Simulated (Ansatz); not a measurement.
Reaction (ligand exchange at a Zr–F bond): `[F][Zr]([F])([F])[F]` + HBr → `[F][Zr]([F])([F])[Br]` + H–F

Isolated molecules relaxed with PBE0-D4/def2-TZVP in Ansatz; ΔE leaves out vibrations. CBS: MP2 limit from def2 TZ/QZ plus the TZ coupled-cluster correction, frozen cores. This one scheme is used for every species. Functionals use def2-TZVPP. B3LYP here is the variant with VWN-RPA as its local correlation; programs differ in this. HSE06 is defined as in plane-wave codes. def2 core potentials past Kr. For Br, Zr outer-core shells are correlated without core-valence functions, which leaves a few kJ/mol of doubt a bond. Scalar relativity is left out up to krypton.

| level | ΔE (kJ/mol) | difference from CCSD(T)/CBS |
| --- | --- | --- |
| LDA (SPW92) | 22.5 | 10.1 |
| PBE-D4 | 22.8 | 10.4 |
| revPBE-D4 | 24.2 | 11.8 |
| r2SCAN-D4 | 21.8 | 9.4 |
| B97M-V | 26.0 | 13.6 |
| PBE0-D4 | 15.7 | 3.3 |
| B3LYP-D4 | 23.7 | 11.3 |
| r2SCANh-D4 | 19.0 | 6.6 |
| r2SCAN0-D4 | 15.4 | 3.0 |
| HSE06-D4 | 15.0 | 2.6 |
| BHLYP-D4 | 16.7 | 4.3 |
| CAM-B3LYP-D4 | 30.2 | 17.8 |
| ωB97X-V | 27.3 | 14.9 |
| ωB97M-V | 23.5 | 11.1 |
| B2PLYP | 22.4 | 10.0 |
| PBE-QIDH | 12.0 | -0.4 |
| PBE | 25.4 | 13.0 |
| revPBE | 26.7 | 14.3 |
| BLYP | 34.6 | 22.2 |
| B3LYP | 27.9 | 15.5 |
| r2SCANh | 19.7 | 7.3 |
| r2SCAN0 | 16.2 | 3.8 |
| HSE06 | 17.3 | 4.9 |
| BHLYP | 22.4 | 10.0 |
| CAM-B3LYP | 32.9 | 20.5 |
| LC-ωPBE | 32.3 | 19.9 |
| RPA@PBE/def2-TZVPP | 18.8 | 6.4 |
| MP2/def2-SVP | 34.1 | 21.7 |
| CCSD/def2-SVP | 39.5 | 27.1 |
| CCSD(T)/def2-SVP | 38.2 | 25.8 |
| HF/def2-TZVPP | 17.3 | 4.9 |
| MP2/def2-TZVPP | 9.9 | -2.5 |
| SCS-MP2/def2-TZVPP | 16.6 | 4.2 |
| CCSD/def2-TZVPP | 16.9 | 4.5 |
| CCSD(T)/def2-TZVPP | 15.3 | 2.9 |
| HF/def2-QZVPP | 18.4 | 6.0 |
| MP2/def2-QZVPP | 8.6 | -3.8 |
| SCS-MP2/def2-QZVPP | 15.6 | 3.2 |
| HF/CBS(def2) | 18.5 | 6.1 |
| CCSD/CBS(def2) | 14.0 | 1.6 |
| CCSD(T)/CBS | 12.4 | 0 |

Largest T1 diagnostic among the species: 0.018.

From PBE to PBE0 (25 % exact exchange), in def2-TZVPP and without D4, ΔE moves by −7.3 kJ/mol. At CCSD(T), def2-SVP lies +25.8 kJ/mol from the extrapolated value and def2-TZVPP +2.9 kJ/mol. The D4 term adds −4.2 kJ/mol with B3LYP and −2.4 kJ/mol with PBE0; it sums over pairs of atoms, weighted by their polarisabilities, and B3LYP, whose exchange is more repulsive, gets the larger term.
